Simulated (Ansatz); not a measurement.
Computed with Ansatz on PBE0-D4/def2-TZVP structures; ΔE is electronic, products minus reactants. CBS: MP2 limit from def2 TZ/QZ plus the TZ coupled-cluster correction, frozen cores. This one scheme is used for every species. DFT in def2-TZVPP. Each species was taken in one conformer, which may not be the lowest.

`C[Si](N)(O)Cl` + silanol → `C[Si](N)(O)O[SiH3]` + HCl  (ligand exchange at the Si–Cl bond)

Is it downhill or uphill in electronic energy at CCSD(T)/CBS, and by how much? (Best estimate.)

The calculation gave: Downhill: ΔE = -21.5 kJ/mol.

What do these levels give: ωB97X-V, ωB97M-V, B2PLYP, r2SCAN, MP2/def2-QZVPP, SCS-MP2/def2-QZVPP? (Best estimate.)

Computed: ωB97X-V -18.4, ωB97M-V -18.1, B2PLYP -19.5, r2SCAN -15.2, MP2/def2-QZVPP -18.3, SCS-MP2/def2-QZVPP -21.5 kJ/mol.

Largest T1 diagnostic among the species: 0.011.

The D4 term adds −5.4 kJ/mol with B3LYP and −3.6 kJ/mol with PBE0; it sums over pairs of atoms, weighted by their polarisabilities, and B3LYP, whose exchange is more repulsive, gets the larger term. From PBE to PBE0 (25 % exact exchange), in def2-TZVPP and without D4, ΔE moves by −3.8 kJ/mol.

B3LYP here is the variant with VWN-RPA as its local correlation; programs differ in this.
